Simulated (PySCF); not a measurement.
The vertical singlet excitations below were computed for one of the candidates. Level of theory: TDDFT CAM-B3LYP/def2-SVPD, vertical, gas phase, core orbitals frozen in the response (PySCF 2.14.0, density-fitted response routines). Geometries: PBE0-D3(BJ)/def2-SVP, one conformer each.

```tsv
state	E (eV)	f
S1	5.39	0.0068
S2	5.86	0.255
S3	5.94	0.014
S4	6.39	0.0019
S5	6.61	0.0026
S6	6.98	0.051
S7	7.07	0.0064
S8	7.15	0.013
S9	7.41	0.014
S10	7.52	0.0024
```

Triplets computed (Tamm–Dancoff): 3.89, 5.14, 5.71, 6.17 eV.

**Question.** Which candidate is it? All have the formula C5H10SSi.
A. `C[C@@H]1C=C(S[SiH3])C1`
B. `C/C=C/C=C\S[SiH3]`
C. `[SiH3]SC12CC(C1)C2`
D. `C/C=C\C=C/S[SiH3]`

**Answer.** A. Its S1 lies at 5.39 eV; the nearest of the others has S1 at 5.71 eV. S1 is HOMO→LUMO (80%). Löwdin shares by element: HOMO carbon 47% or more, sulfur 37% (atoms not listed hold the other 16%); LUMO silicon 33%, sulfur 29%, hydrogen 23% or more. At the same level the other candidates give, for their lowest levels:
- `C/C=C\C=C/S[SiH3]`: 4.84 eV (f 0.723); 5.22 eV (f 0.003); 5.67 eV (f 0.003); 6.06 eV (f 0.018); 6.26 eV (f 0.002); T1 2.81 eV; HOMO -7.18, LUMO 0.10 eV
- `C/C=C/C=C\S[SiH3]`: 4.87 eV (f 0.717); 5.21 eV (f 0.003); 5.62 eV (f 0.003); 6.03 eV (f 0.010); 6.32 eV (f 0.003); T1 2.84 eV; HOMO -7.15, LUMO 0.16 eV
- `[SiH3]SC12CC(C1)C2`: 5.71 eV (f 0.009); 6.35 eV (f 0.016); 6.83 eV (f 0.003); 7.00 eV (f 0.000); 7.17 eV (f 0.013); T1 5.35 eV; HOMO -8.17, LUMO 0.96 eV

Shape of the structure used: `[CH3:1][C@@H:2]1[CH:3]=[C:4]([S:5][SiH3:6])[CH2:7]1`: C3–C4–S5–Si6 -3°.

Without π bonds the low states are Rydberg-like; a valence basis with one diffuse set may place them up to an eV too high.
